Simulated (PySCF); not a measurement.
CH7GeNSi2, SMILES [SiH3][C]1=N[SiH2][GeH2]1.

Coordinates come from a ωB97X-D3(BJ)/def2-SVP optimisation. The structure was generated by enumeration, and PubChem lists no compound with its InChIKey, so it may never have been made.

Two levels are set side by side: PBE/def2-TZVP (PySCF) and PBE0/def2-TZVP (PySCF). Same geometry, gas phase. Differences are taken from unrounded values.

| quantity | PBE0 |
|---|---|
| orbital gap (eV) | 4.97 |
| highest occupied level (eV) | -6.44 |
| lowest empty level (eV) | -1.47 |
| dipole moment (D) | 1.45 |
| mean polarisability (bohr³) | 105.6 |

What does PBE give, and how far is it from PBE0? (Estimate from the structure and the level; the computed values follow.)


```tsv
quantity	PBE	PBE minus PBE0
orbital gap (eV)	2.72	-2.25
highest occupied level (eV)	-5.26	1.18
lowest empty level (eV)	-2.54	-1.07
dipole moment (D)	1.30	-0.16
mean polarisability (bohr³)	110.1	4.5
```

Without exact exchange PBE keeps part of each electron's self-repulsion, which lifts occupied levels and narrows the gap. Loosely held outer electrons make PBE densities more polarisable. Differences between two approximate levels are no errors against the true value.

Rough cost on one machine, each run with all the roots and properties that it gave: PBE0 against PBE within a factor of 2.
